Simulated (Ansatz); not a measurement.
Single points on B(CH2SiH3)3 (C₃H₁₅BSi₃).

```yaml
crystal:
  periodic: [false, false, false]
  atoms:
    - {symbol: B, position_ang: [-0.033991, -0.053277, 0.321357]}
    - {symbol: C, position_ang: [1.539424, -0.004974, 0.380866]}
    - {symbol: Si, position_ang: [2.287127, 0.407358, -1.318753]}
    - {symbol: H, position_ang: [1.887641, 0.830157, 1.028987]}
    - {symbol: H, position_ang: [2.006743, -0.945837, 0.739406]}
    - {symbol: H, position_ang: [1.832462, -0.560761, -2.377228]}
    - {symbol: H, position_ang: [1.874337, 1.791388, -1.744347]}
    - {symbol: H, position_ang: [3.791591, 0.360270, -1.257009]}
    - {symbol: C, position_ang: [-0.850624, 1.284910, 0.191015]}
    - {symbol: Si, position_ang: [-1.272862, 1.900867, 1.940144]}
    - {symbol: H, position_ang: [-0.293180, 2.112778, -0.296509]}
    - {symbol: H, position_ang: [-1.826552, 1.152039, -0.323534]}
    - {symbol: H, position_ang: [-2.082112, 0.872752, 2.685479]}
    - {symbol: H, position_ang: [-0.014673, 2.168052, 2.724025]}
    - {symbol: H, position_ang: [-2.070579, 3.177006, 1.877757]}
    - {symbol: C, position_ang: [-0.808414, -1.420241, 0.392412]}
    - {symbol: Si, position_ang: [-0.922127, -2.228694, -1.326786]}
    - {symbol: H, position_ang: [-0.308907, -2.173081, 1.039436]}
    - {symbol: H, position_ang: [-1.859288, -1.296797, 0.731912]}
    - {symbol: H, position_ang: [-1.406469, -1.239267, -2.354158]}
    - {symbol: H, position_ang: [0.419554, -2.751185, -1.762119]}
    - {symbol: H, position_ang: [-1.889080, -3.383432, -1.292324]}
basis:
  gaussian: {orbitals: def2-SVP, initial_orbitals: start.molden}
hamiltonian: {xc: pbe, dispersion: d4}
scf: {omitted_lower_state_checks: [starts]}
output: {orbitals: {seedname: orbitals}}
```

The file start.molden holds the orbitals of an earlier run on this structure, at another level or in another basis.

```sh
$ ansatz run in.yaml --threads 2 --pin off --events-out ev --progress --plain --max-ram 32768MiB --backend cuda --devices 0, --max-vram 18GiB
```

Shortened log:

```
Functional definition: PBE
2086 factors; their error is unknown
mean field evaluation 1: about -27636.1418 eV, gradient 9.2e0 eV
mean field evaluation 2: about -27636.3946 eV, gradient 1.9e-1 eV
mean field evaluation 4: about -27636.2647 eV, gradient 3.9e-4 eV
mean field -27636.26473172 eV, -1015.6139963578 hartree, gradient 1.2e-5 eV, S^2 0.000000; 0 other end points of the search recorded, 0 dependent functions left out
reference -27636.26478348 eV, -1015.6139982599 hartree; 40, 40 occupied and 145, 145 virtual orbitals, 2086 factors
Total energy: -27636.88925178 eV, -1015.6369470467 hartree
Checks for a lower state left out: starts
```

Hardware: 2 threads of AMD EPYC 7R13 on a shared host and a share (18 GiB) of an NVIDIA H100 80GB HBM3. Wall time 3.5 s, peak host memory 0.83 GiB.

The first input with `hamiltonian: {xc: pbe0, dispersion: d4}` (abridged; 5.5 s):

```
Functional definition: PBE0
mean field -27639.98022311 eV, -1015.7505381477 hartree, gradient 1.1e-5 eV, S^2 0.000000
Total energy: -27640.52325431 eV, -1015.7704941762 hartree
Checks for a lower state left out: starts
```

Geometry: PBE-D4/def2-SVP.
